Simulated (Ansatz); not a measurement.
Species: LuF3 (charge 0, triplet). The spin state was set by rule; other spins were not relaxed. 
Structure (B3LYP-D3(BJ)/def2-TZVP (Ansatz, a quantum-chemistry and plane-wave program) minimum search):
```
Lu
F 1 2.0447
F 1 2.0447 2 119.56
F 1 2.0451 2 120.22 3 180.00
```
Charge 0, spin multiplicity 3.

Quantity: atomisation energy (electronic, to ground-state atoms), in kcal/mol. Cores are frozen in the correlated levels unless marked. Open shells are spin-unrestricted. No spin-orbit coupling. The frozen core is the preceding noble-gas configuration, with the filled d and f shells of earlier blocks. In def2 rows, elements after Kr have scalar-relativistic effective core potentials. 

```json
[
 {"level": "PBE0/def2-SVP", "program": "Ansatz", "atomisation energy (kcal/mol)": "311.6"},
 {"level": "PBE0-D3(BJ)/def2-TZVP", "program": "Ansatz + dftd3", "atomisation energy (kcal/mol)": "300.7"},
 {"level": "PBE0-D4/def2-TZVP", "program": "Ansatz + dftd4", "atomisation energy (kcal/mol)": "300.6"},
 {"level": "PBE0/def2-TZVP", "program": "Ansatz", "atomisation energy (kcal/mol)": "299.8"},
 {"level": "PBE0/def2-QZVPP", "program": "Ansatz", "atomisation energy (kcal/mol)": "300.1"},
 {"level": "RPA@PBE/def2-TZVPP", "program": "Ansatz", "atomisation energy (kcal/mol)": "270.3"},
 {"level": "RPA@PBE/def2-QZVPP", "program": "Ansatz", "atomisation energy (kcal/mol)": "223.2"},
 {"level": "CCSD/def2-SVP", "program": "Ansatz", "atomisation energy (kcal/mol)": "268.1"},
 {"level": "CCSD(T)/def2-SVP", "program": "Ansatz", "atomisation energy (kcal/mol)": "271.9"}
]
```

The Hartree-Fock reference is unstable (checked in the largest basis), which strains HF and MP2.
